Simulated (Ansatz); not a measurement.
Consider the formal exchange of groups at a C–F bond: `FC(Cl)Br` + `ClCBr` → `Cl[C@H](Br)[C@H](Cl)Br` + H–F.

Isolated molecules relaxed with PBE0-D4/def2-TZVP in Ansatz; ΔE leaves out vibrations. CCSD(T)/CBS adds triple-zeta CCSD(T) − MP2 to the extrapolated MP2 energy (def2 sets, frozen cores). This one scheme is used for every species. DFT in def2-TZVPP. HSE06 is defined as in plane-wave codes. For Br outer-core shells are correlated without core-valence functions, which leaves a few kJ/mol of doubt a bond. Scalar relativity is left out up to krypton. Each species was taken in one conformer, which may not be the lowest.

```csv
level,ΔE (kJ/mol),difference from CCSD(T)/CBS
B97M-V,-26.1,29.1
PBE0-D4,-34.6,20.6
HSE06-D4,-34.2,21.0
B2PLYP,-28.2,27.0
BLYP,1.0,56.2
r2SCAN,-22.2,33.0
r2SCAN0,-27.6,27.6
HSE06,-23.4,31.8
MP2/def2-SVP,-54.9,0.3
HF/def2-TZVPP,-4.1,51.1
CCSD/def2-TZVPP,-41.8,13.4
HF/def2-QZVPP,-3.4,51.8
MP2/def2-QZVPP,-71.2,-16.0
SCS-MP2/def2-QZVPP,-56.0,-0.8
HF/CBS(def2),-3.4,51.8
MP2/CBS(def2),-74.7,-19.5
CCSD(T)/CBS,-55.2,0
```

Largest T1 diagnostic among the species: 0.009.

The D4 term adds −20.9 kJ/mol with B3LYP and −11.4 kJ/mol with PBE0; it sums over pairs of atoms, weighted by their polarisabilities, and B3LYP, whose exchange is more repulsive, gets the larger term. From BLYP to BHLYP (50 % exact exchange), in def2-TZVPP and without D4, ΔE moves by −14.5 kJ/mol. Leaving LDA and LC-ωPBE aside and taking each functional with its dispersion term where it has one, the values, not all of them listed here, spread over 19.4 kJ/mol, from PBE-QIDH to CAM-B3LYP-D4. LDA lies −19.1 kJ/mol from PBE without D4.

B3LYP here is the variant with VWN-RPA as its local correlation; programs differ in this.
